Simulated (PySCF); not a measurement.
A series of related molecules.

All values: PBE0/def2-SVPD (PySCF) at PBE0-D3(BJ)/def2-SVP geometries, gas phase, one conformer each. Core orbitals are frozen in the response; Δα² is half the sum of the squared differences of the principal polarisabilities. The calculation is non-relativistic, for arsenic too.

**Question.** Rank by polarisability anisotropy Δα, highest first.
A. `[BH2:1][AsH:2][CH:3]([CH3:4])[CH3:5]` with H–B1–As2–C3 -150° and 40°, B1–As2–C3–C4 165°
B. `[BH2:1][AsH:2][C:3]([CH3:4])([CH3:5])[CH3:6]` with H–B1–As2–C3 150° and -40°
C. `[BH2:1][AsH:2][CH2:3][CH2:4][CH3:5]` with H–B1–As2–C3 -150° and 40°, B1–As2–C3–C4 58°, As2–C3–C4–C5 178°
D. `[BH2:1][AsH:2][CH2:3][CH:4]=[CH2:5]` with H–B1–As2–C3 -149° and 41°, B1–As2–C3–C4 177°, As2–C3–C4–C5 -113°

**Answer.** D (7.43 Å³), A (4.95 Å³), B (4.28 Å³), C (3.97 Å³).

All values together:

```json
{"SMILES": "B[AsH]CC=C", "formula": "C3H8AsB", "μ (D)": "0.97", "HOMO (eV)": "-6.98", "LUMO (eV)": "-1.91", "α (Å³)": "13.36", "Δα (Å³)": "7.43", "electrons": "64", "α per electron (Å³)": "0.209", "ΔSCF removal energy (eV)": "–"}
{"SMILES": "B[AsH]C(C)(C)C", "formula": "C4H12AsB", "μ (D)": "1.53", "HOMO (eV)": "-6.78", "LUMO (eV)": "-1.79", "α (Å³)": "14.88", "Δα (Å³)": "4.28", "electrons": "74", "α per electron (Å³)": "0.201", "ΔSCF removal energy (eV)": "8.66"}
{"SMILES": "B[AsH]C(C)C", "formula": "C3H10AsB", "μ (D)": "1.53", "HOMO (eV)": "-6.81", "LUMO (eV)": "-1.79", "α (Å³)": "13.15", "Δα (Å³)": "4.95", "electrons": "66", "α per electron (Å³)": "0.199", "ΔSCF removal energy (eV)": "8.77"}
{"SMILES": "B[AsH]CCC", "formula": "C3H10AsB", "μ (D)": "1.51", "HOMO (eV)": "-6.83", "LUMO (eV)": "-1.80", "α (Å³)": "13.10", "Δα (Å³)": "3.97", "electrons": "66", "α per electron (Å³)": "0.198", "ΔSCF removal energy (eV)": "8.79"}
```

Conformers: `[BH2:1][AsH:2][CH2:3][CH:4]=[CH2:5]` with H–B1–As2–C3 -149° and 41°, B1–As2–C3–C4 177°, As2–C3–C4–C5 -113°; `[BH2:1][AsH:2][C:3]([CH3:4])([CH3:5])[CH3:6]` with H–B1–As2–C3 150° and -40°; `[BH2:1][AsH:2][CH:3]([CH3:4])[CH3:5]` with H–B1–As2–C3 -150° and 40°, B1–As2–C3–C4 165°; `[BH2:1][AsH:2][CH2:3][CH2:4][CH3:5]` with H–B1–As2–C3 -150° and 40°, B1–As2–C3–C4 58°, As2–C3–C4–C5 178°.

A dash marks a removal energy that wasn't run or isn't settled.
